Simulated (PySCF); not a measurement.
**Computed properties of B(H)(F)(NH2) (BFH3N), SMILES FBN**

BFH3N, SMILES NBF. Coordinates come from a B3LYP-D3(BJ)/def2-TZVP optimisation. The values are those of a single conformer. All values are computed for the isolated molecule unless a solvent is named; none is compared with measurement here.

**Structure.** The optimised structure has Cs symmetry. All 12 harmonic modes at B3LYP-D3(BJ)/def2-TZVP (PySCF) are real, so it is a minimum. With heavy atoms numbered as in [BH:1]([F:3])[NH2:4], the shortest bond between them is B1–F3 at 1.343 Å and the longest B1–N4 at 1.392 Å.

**Vibrations.** The strongest infrared lines (harmonic, unscaled, degenerate partners summed) lie at 1416 cm⁻¹ (246 km/mol, B 63 %, H 24 %), 515 cm⁻¹ (181 km/mol, H 82 %, N 18 %), 1634 cm⁻¹ (173 km/mol, H 75 %, N 18 %). The softest mode is at 439 cm⁻¹ and the zero-point energy is 26.6 kcal/mol.

**Electronic structure.** PBE0/def2-TZVPD (PySCF) places the frontier levels at -8.62 and 0.15 eV, a gap of 8.77 eV, and gives a dipole moment of 2.41 D and a mean polarisability of 25.5 bohr³.

**Excitations.** TDA-ωB97X/def2-SVPD (PySCF) has S1 at 8.13 eV (153 nm, f = 0.061, bright); the most intense of the 10 singlets computed lies at 11.34 eV (f = 0.33). T1 (TDA) is at 7.15 eV, 0.98 eV under S1. No vertical singlet excitation falls in the visible range (under 3.1 eV).

**NMR.** GIAO shifts at PBE0/pcSseg-2 (PySCF) (non-relativistic, atoms alike by connectivity averaged): ¹H from 3.3 to 4.5 ppm against TMS; ¹⁹F at -118.8 ppm against CFCl3; ¹¹B at 17.8 ppm against BF3.
